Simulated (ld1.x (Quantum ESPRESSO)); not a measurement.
# Varying the TM semilocal potential for tellurium

Base potential:

| Quantity | Value |
| --- | --- |
| Element | tellurium (Te) |
| Generator | ld1.x (Quantum ESPRESSO) 7.5 |
| Type | norm-conserving Troullier–Martins (semilocal form) |
| Functional | PBEsol |
| Relativity | scalar-relativistic |
| Frozen core | [Kr] |
| Valence charge | 16 |
| Reference configuration | 4d10 5s2 5p4 |
| Partial waves | 5s (bound): rc 1.75 bohr; 4d (bound): rc 1.40 bohr; 5p (bound): rc 2.00 bohr |
| Local potential | the p channel |
| Core correction | none |

All-electron outer shells of the reference configuration (PBEsol, scalar-relativistic, ld1.x):

```csv
shell,level (eV),outermost node (bohr),outermost maximum (bohr)
4s,-164.15,0.38,0.70
4p,-114.23,0.38,0.74
4d,-41.59,0.36,0.81
5s,-15.15,0.91,1.80
5p,-5.97,1.00,2.17
```

Cutoffs, loose and tight: the cutoffs (Ry, on a coarse ladder) from which the occupation-weighted sum of valence levels, in a spherical-Bessel basis at the reference potential, stays within 10 and 1 mRy of its value at 400 Ry. They do not see the model core or the augmentation charge, which bear on the density cutoff. Test errors are all-electron minus pseudo excitation energies from the reference, over the configurations 4d10 5s2 5p3; 4d10 5s2 5p2; 4d10 5s2 5p1; 4d10 5s2 5p4.3; 4d10 5s2 5p3.5; 4d9 5s2 5p5; 4d10 5s2 5p0. A dash means not determined; rows that change the core or the reference have their own tests.

A true bound ghost makes a file unfit for plane-wave use even where its test errors are small: the radial tests pick states by their node count and pass the ghost by.

A semilocal file is local in each channel, so a ghost entry of none says nothing of the separable form that plane-wave codes build from it.

| change | outcome | cutoff, loose | cutoff, tight | bound ghosts | largest test error (meV) |
| --- | --- | --- | --- | --- | --- |
| base | generated | 100 Ry | 160 Ry | none | -268 |
| wave 5s (bound): rc 1.75 bohr becomes 5s (bound): rc 1.22 bohr | generated | 160 Ry | 260 Ry | s | +944 |
| wave 5s (bound): rc 1.75 bohr becomes 5s (bound): rc 1.58 bohr | generated | 100 Ry | 160 Ry | none | -244 |
| wave 5s (bound): rc 1.75 bohr becomes 5s (bound): rc 1.94 bohr | generated | 100 Ry | 160 Ry | none | -268 |
| wave 5s (bound): rc 1.75 bohr becomes 5s (bound): rc 2.06 bohr | generated | 100 Ry | 160 Ry | none | -260 |
| wave 5s (bound): rc 1.75 bohr becomes 5s (bound): rc 2.32 bohr | generated | 100 Ry | 160 Ry | none | -220 |
| wave 5s (bound): rc 1.75 bohr becomes 5s (bound): rc 2.60 bohr | generated | 100 Ry | 160 Ry | none | -168 |

Task: What comes out with this change to the base: wave 5s (bound): rc 1.75 bohr becomes 5s (bound): rc 1.42 bohr?

Result: outcome: generated; cutoff, loose: 100 Ry; cutoff, tight: 180 Ry; bound ghosts: none; largest test error (meV): -154.

Reading the sweep of the s radius (base included, trends over the rows without a ghost): The loose cutoff stays near 100 Ry. The median size of the test errors (rows with all tests solved) is not monotonic: lowest 0.8 meV at 2.06 bohr, highest 11.8 meV at 2.6 bohr. Bound ghosts are found at 1.22 bohr.
